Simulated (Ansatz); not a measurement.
Basis-set series for `[SiH3][SiH2]B[SeH]`. Charge 0, multiplicity 1. Geometry: relaxed with PBE0-D4/def2-TZVP. It is one conformer, not always the lowest.

```
functional       basis  functions  energy (Eh)  HOMO (eV)  LUMO (eV)
   PBE0-D4  def2-TZVPP        261  -3009.06295      -7.74      -2.04
   PBE0-D4  def2-QZVPP        496  -3009.13427      -7.74      -2.05
   ωB97M-V  def2-TZVPP        261  -3009.40806      -9.75      -0.16
   ωB97M-V  def2-QZVPP        496  -3009.47656      -9.75      -0.19
```

Q: Give the rows for def2-SVP. (Best estimate.)

A: Ansatz gave: 
| functional | basis | functions | energy (Eh) | HOMO (eV) | LUMO (eV) |
| --- | --- | --- | --- | --- | --- |
| PBE0-D4 | def2-SVP | 117 | -3008.53965 | -7.74 | -1.98 |
| ωB97M-V | def2-SVP | 117 | -3008.88088 | -9.73 | -0.02 |

Scalar relativity is left out up to krypton.
